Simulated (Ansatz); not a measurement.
A made-up structure of Al2H2ClF, singlet:

```
atom    x (Å)    y (Å)    z (Å)
  F1  -0.0501   0.4476  -2.0660
 Al2   0.6898  -0.0243  -0.6316
 Al3  -0.5549   0.2411   0.6719
 Cl4  -1.2742  -1.7103   1.0659
  H5   2.0472  -0.5984  -0.2603
  H6  -0.8578   1.6442   1.2202
```

It is relaxed with PBE-D4/def2-SVP and then PBE0-D4/def2-TZVP (Ansatz 0.2.0). Atoms count as bonded within 1.22 times the sum of their covalent radii (H–H: 0.88 Å). The end point is not checked to be a true minimum.

(1) Does its bonding change? (A judgement: the text doesn't fix the answer.)

Results:

(1) The calculation gives: No: no bond forms or breaks.

Where it ends: The first stage lowers the energy by 4.98 eV in 12 steps. It ends as Al₂H₂ClF ([F][AlH][AlH][Cl]):
F1  (0.465, 0.404, -2.439)
Al2  (0.955, -0.057, -0.925)
Al3  (-0.812, 0.251, 0.937)
Cl4  (-1.715, -1.533, 1.616)
H5  (2.426, -0.641, -0.830)
H6  (-1.318, 1.576, 1.642)
(Å)

Labels in which every atom is bracketed show which atoms are joined, not bond orders.

For scale, one of the runs: PBE0-D4/def2-TZVP relaxation, 154 basis functions, launched by `ansatz run in.yaml --threads 2 --pin off --events-out ev --progress --plain --max-ram 4352MiB`. The run took about 15 s on 2 CPU threads of an Arm Neoverse V2 (shared host).
